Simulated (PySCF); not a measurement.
How methods differ on the fine-structure interval of Kr⁺

Kr⁺ [Ar] 3d10 4s2 4p5 [4p1/2^2 4p3/2^3, M_J = 3/2] → Kr⁺ [Ar] 3d10 4s2 4p5 [4p1/2^1 4p3/2^4, M_J = 1/2], as a difference of total energies. Computed with PySCF 2.14 in x2c-QZVPPall-2c, with the two-component X2C-1e Hamiltonian. Correlated levels: [Ne] frozen; the 8 highest virtual spinors dropped. "Screened" scales the spin-orbit matrix elements by Boettger's factors to mimic the two-electron term; Breit and QED terms are absent.

| method | fine-structure interval (cm⁻¹) |
| --- | --- |
| GHF (screened spin-orbit) | 4838.0 |
| GMP2 (screened spin-orbit) | 5583.7 |
| GHF (bare spin-orbit) | 5153.0 |

Errors of the correlated levels include the incompleteness of this basis and the frozen core.

GHF and GMP2 differ strongly here because the two determinants are spin-polarised to different degrees; the interval is a small difference of such terms.

For comparison: 5370.1 cm⁻¹ (measured; NIST Handbook of Basic Atomic Spectroscopic Data (Sansonetti and Martin, J. Phys. Chem. Ref. Data 34, 1559 (2005))).
